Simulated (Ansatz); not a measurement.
Basis sets compared for the cluster Al₅O₉H₃ (the lowest singlet isomer of a short search). Charge 0, multiplicity 1. Geometry r2SCAN-D4/def2-SVP. Ansatz on 4 threads of Arm Neoverse V1 on a shared host; times are rough, and most runs start from earlier orbitals.

```xyz
17

Al    0.971    1.025   -1.054
Al    0.008   -1.089   -1.442
Al   -0.309   -0.064    0.917
Al    0.983    2.687    1.222
Al   -1.499   -2.791    0.221
O    -0.819   -2.564   -1.357
O    -0.798    0.481   -0.842
O    -1.183   -1.499    1.292
O     1.494    2.512   -0.432
O     1.211   -0.563   -0.143
O     1.023   -0.023   -2.623
O     1.333    4.060    2.145
O     0.114    1.346    1.809
O    -2.376   -4.194    0.567
H    -2.775   -4.388    1.419
H     1.827    4.818    1.823
H     0.794    0.246   -3.522
```

The structure comes from a short search, and lower isomers may exist.

Binding counts from free atoms (Al doublet, O triplet, H doublet) in the same basis, without a counterpoise term.

| level | functions | energy (Eh) | HOMO (eV) | LUMO (eV) | binding per atom (eV) | wall time |
| --- | --- | --- | --- | --- | --- | --- |
| PBE-D4/def2-SVP | 231 | -1889.5740 | -6.22 | -2.22 | 5.02 | 6 s |
| PBE0-D4/def2-SVP | 231 | -1889.6806 | -7.98 | -1.39 | 4.86 | 8.5 s |

Question: Estimate the rows for PBE-D4/def2-TZVP (with forces), PBE0-D4/def2-TZVP.

Answer: 
```json
{"level": "PBE-D4/def2-TZVP (with forces)", "functions": "482", "energy (Eh)": "-1890.8553", "HOMO (eV)": "-6.36", "LUMO (eV)": "-2.43", "binding per atom (eV)": "5.01", "wall time": "16 s"}
{"level": "PBE0-D4/def2-TZVP", "functions": "482", "energy (Eh)": "-1890.9527", "HOMO (eV)": "-8.03", "LUMO (eV)": "-1.59", "binding per atom (eV)": "4.86", "wall time": "46 s"}
```
